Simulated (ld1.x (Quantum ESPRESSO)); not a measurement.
# u(r) = r·R(r): atom against pseudo-atom (silicon (Si))

Columns: radius, all-electron u(r) and pseudo u(r) of the 3s shell (level -19.06 eV) of silicon in the configuration [Ne] 3s2 3p1; LDA (PZ), non-relativistic, ultrasoft scheme, ld1.x (Quantum ESPRESSO) 7.5.

```tsv
r (bohr)	all-electron	pseudo
0.115	0.0971	0.0349
0.230	-0.2071	0.0726
0.345	-0.3541	0.1155
0.460	-0.3336	0.1652
0.575	-0.2130	0.2225
0.690	-0.0488	0.2870
0.805	0.1236	0.3573
0.920	0.2840	0.4311
1.035	0.4227	0.5050
1.150	0.5359	0.5754
1.265	0.6236	0.6386
1.380	0.6874	0.6911
1.495	0.7298	0.7301
1.610	0.7538	0.7538
1.725	0.7623	0.7623
1.840	0.7580	0.7580
1.955	0.7435	0.7435
2.070	0.7211	0.7211
2.185	0.6929	0.6929
2.300	0.6604	0.6604
2.415	0.6251	0.6251
2.530	0.5881	0.5881
2.645	0.5504	0.5504
2.760	0.5127	0.5127
2.875	0.4757	0.4757
2.990	0.4397	0.4397
```

Task: How many radial nodes do the two functions have?

Result: The all-electron 3s function has n − l − 1 = 2; the pseudo-wave has 0, since the states of the same l below it are removed with the core.

Task: At about which radius was the pseudo-wave matched?

Result: 1.60 bohr, where the columns begin to agree (steps of 0.12 bohr).

Task: Where does each function peak?

Result: Outermost all-electron maximum near 1.73 bohr, pseudo maximum near 1.73 bohr (to the table’s step).

Task: Is the pseudo-wave norm-conserving?

Result: No, it belongs to an ultrasoft set: the norm inside the radius is not constrained, and the difference is carried by the augmentation charge.
